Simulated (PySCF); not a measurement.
**Static response to an electric field**

Compound: C5H3F3OS.
Cartesian coordinates in Å at the GFN2-xTB level; atoms count from 1:
```xyz
13
C5H3F3OS angstrom
F      3.5309   -0.5906    0.2286
C      2.2845   -0.1482    0.1274
F      1.9799    0.4809    1.2646
F      2.2555    0.7743   -0.8395
S      1.1349   -1.5276   -0.2203
C     -0.3364   -0.5512   -0.2100
C     -1.1697   -0.2738    0.9061
C     -2.1612    0.5157    0.4171
O     -1.9959    0.7330   -0.8993
C     -0.8948    0.0876   -1.2818
H     -1.0275   -0.6154    1.9093
H     -3.0092    0.9700    0.8889
H     -0.5954    0.1458   -2.3089
```

Level: PBE0/def2-SVPD (PySCF), static field, nuclei fixed, core orbitals frozen in the response. The polarisability tensor in these axes (au):

```
x    96.09 -12.27  -1.53
y   -12.27  69.50  -1.47
z    -1.53  -1.47  76.38
```

Problem. What are the eigenvalues, a third of the trace, and Δα (Δα² = ½Σ(αi − αj)² over the three pairs)?

Solution. Principal values 64.39, 76.66 and 100.92 au; mean 80.66 au = 11.95 Å³ = 13.30 × 10⁻⁴⁰ C²·m²/J; Δα = 32.19 au (40 % of the mean).

Problem. What is the dipole moment, and where does it point?

Solution. (-2.08, 0.01, 0.11) D, 2.09 D in size, pointing from the negative to the positive side. Measured along this direction, the outermost atoms are F1 at the negative end and H12 at the positive end.

Problem. Orientational against electronic polarisability at 400 K (dilute gas, rigid molecules)?

Solution. In Gaussian units μ²/3kT = 26.25 Å³ against 11.95 Å³, a ratio of 2.20; the Debye molar polarisation (4π/3)N_A(α + μ²/3kT) is 96.4 cm³/mol, leaving out the vibrational part.

Problem. Refractivity n − 1 of an ideal gas of it at 273.15 K and 1 atm, from the electronic α?

Solution. N = p/kT = 2.6868 × 10¹⁹ cm⁻³, so n − 1 = 2π × N × 11.95 × 10⁻²⁴ cm³ = 2018 × 10⁻⁶ at long wavelengths.

Problem. Give the eigenvalues of the traceless quadrupole moment Θ = ½Σq(3rr − r²1), origin at the centre of nuclear charge.

Solution. -5.07, -1.21, 6.29 D·Å. The values depend on the origin, since the dipole doesn't vanish. The electronic extent ⟨r²⟩ about the same centre is 1580 bohr², a root-mean-square distance of 2.30 Å for the 84 electrons.

One conformer (not necessarily the lowest) at the GFN2-xTB geometry, without solvent, vibrations or thermal averaging.

The run behind these numbers computed excited states as well. On Intel Xeon Platinum 8488C, one thread, shared host, this took 59 s (with the writing of density and orbital grids) and 0.98 GiB of memory at its peak.
